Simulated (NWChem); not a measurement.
Species: SiBr2, singlet; SMILES Br[Si]Br

Program: NWChem. Low-valent species are run as closed-shell singlets; no triplet was tried in these runs. The geometry was optimised at PBE0/def2-SVP. Level B3LYP/def2-SVP: single points from the atomic guess with DIIS by default; each run changes one setting, and all converged runs end within 0.3 mHa of each other.

```
setting                           SCF iterations
--------------------------------  --------------
defaults                                       7
DIIS on 20 Fock matrices                       7
level shift of 0.5 Ha throughout              16
no DIIS, 40 % damping                         16
no level shifting                              7
occupation smearing of 0.005 Ha                7
```
